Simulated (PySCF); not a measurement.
1-methyl-2,3-dihydroborole (C5H9B), SMILES CB1C=CCC1. Atoms are numbered in the order given.

```xyz
15

C      2.3551     0.1800     0.1022
B      0.7917     0.0842    -0.0024
C     -0.2093     1.2207    -0.3406
C     -1.4674     0.7231    -0.2628
C     -1.5562    -0.7309     0.1142
C     -0.0939    -1.2052     0.2754
H      2.5926     0.5456     1.1215
H      2.7954     0.9143    -0.5922
H      2.8751    -0.7844    -0.0127
H     -0.0176     2.2654    -0.6046
H     -2.3801     1.3038    -0.4512
H     -2.1135    -1.2967    -0.6553
H     -2.1488    -0.8493     1.0405
H      0.1625    -2.0106    -0.4372
H      0.1057    -1.6351     1.2734
```

The structure is a stationary point at B3LYP-D3(BJ)/def2-SVP. Other conformers were not sampled.

Two levels are set side by side: PBE/pcSseg-1 (PySCF) and B3LYP/pcSseg-1 (PySCF). GIAO shifts against BF3 (¹¹B), TMS (¹H), TMS (¹³C) at the same level; non-relativistic, no solvent, atoms listed together averaged. Differences are taken from unrounded values.

```json
[
 {"quantity": "δ(¹³C) of C1 (ppm)", "PBE": "10.2"},
 {"quantity": "δ(¹¹B) of B2 (ppm)", "PBE": "68.9"},
 {"quantity": "δ(¹³C) of C3 (ppm)", "PBE": "150.5"},
 {"quantity": "δ(¹³C) of C4 (ppm)", "PBE": "188.5"},
 {"quantity": "δ(¹³C) of C5 (ppm)", "PBE": "45.5"},
 {"quantity": "δ(¹³C) of C6 (ppm)", "PBE": "30.9"},
 {"quantity": "δ(¹H) of H10 (ppm)", "PBE": "7.14"},
 {"quantity": "δ(¹H) of H11 (ppm)", "PBE": "8.39"},
 {"quantity": "δ(¹H) of H12, H13 (ppm)", "PBE": "2.90"}
]
```

### Question
These are the PBE values. What does B3LYP give? (The exact figures need the calculation; the answer reports its results.)

### Answer

```csv
quantity,B3LYP,PBE minus B3LYP
δ(¹³C) of C1 (ppm),9.4,0.8
δ(¹¹B) of B2 (ppm),69.8,-0.9
δ(¹³C) of C3 (ppm),151.0,-0.5
δ(¹³C) of C4 (ppm),190.9,-2.5
δ(¹³C) of C5 (ppm),43.4,2.1
δ(¹³C) of C6 (ppm),29.1,1.8
δ(¹H) of H10 (ppm),6.95,0.19
δ(¹H) of H11 (ppm),8.25,0.14
"δ(¹H) of H12, H13 (ppm)",2.77,0.13
```

Rough cost on one machine, each run with all the roots and properties that it gave: B3LYP against PBE within a factor of 2.
